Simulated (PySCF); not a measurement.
C₃H₇BO₂, SMILES OB1CC(O)C1.

Coordinates come from a PBE-D3(BJ)/def2-SVP optimisation. This is a generated structure with no PubChem entry under its InChIKey; it may be hypothetical. The values are those of a single conformer.

Computed with PBE-D3(BJ)/def2-SVP in PySCF.

Frequencies are harmonic and unscaled.

### Question
List the normal modes with their intensities. (Estimate from the structure and the level; the computed values follow.)

### Answer

```
mode  ν (cm⁻¹)  IR (km/mol)  moving atoms (share of kinetic energy)
----  --------  -----------  --------------------------------------
1           92          0.1                  O 47 %, C 31 %, H 18 %
2          272         46.6                  H 48 %, O 29 %, C 19 %
3          298          6.5           H 38 %, B 30 %, O 23 %, C 8 %
4          328         74.6                  H 63 %, O 22 %, C 10 %
5          413          3.6                  H 50 %, C 25 %, O 18 %
6          443          8.6                  H 48 %, O 29 %, C 22 %
7          507         37.5                          H 71 %, C 21 %
8          534          2.3          O 35 %, C 23 %, B 22 %, H 19 %
9          666         58.2                          H 79 %, C 14 %
10         714          2.0                  C 40 %, H 38 %, O 20 %
11         852         16.9                  H 44 %, C 39 %, B 13 %
12         885         24.1                  H 51 %, C 33 %, B 13 %
13         892         16.8                          H 54 %, C 39 %
14         904         19.6                  H 37 %, C 36 %, B 23 %
15         966         64.0                          H 51 %, C 47 %
16        1021         20.7                  H 50 %, C 30 %, O 14 %
17        1055         39.9                          H 68 %, C 30 %
18        1126         48.3                  H 45 %, C 40 %, O 11 %
19        1146         40.5                  H 51 %, C 36 %, O 12 %
20        1156         96.1                  H 53 %, B 31 %, C 11 %
21        1197         29.3                          H 80 %, C 13 %
22        1284        122.4                          H 64 %, C 27 %
23        1328         28.5                          H 88 %, C 12 %
24        1336          6.7                          H 85 %, C 10 %
25        1370         48.5                          H 65 %, C 26 %
26        1462        255.1           B 65 %, O 17 %, H 10 %, C 8 %
27        2896         63.4                                  H 92 %
28        2978          3.7                                  H 94 %
29        2983          3.9                                  H 94 %
30        3058         12.8                           H 91 %, C 9 %
31        3062         14.5                           H 91 %, C 9 %
32        3693         16.5                                  H 94 %
33        3712         47.4                                  H 94 %
```
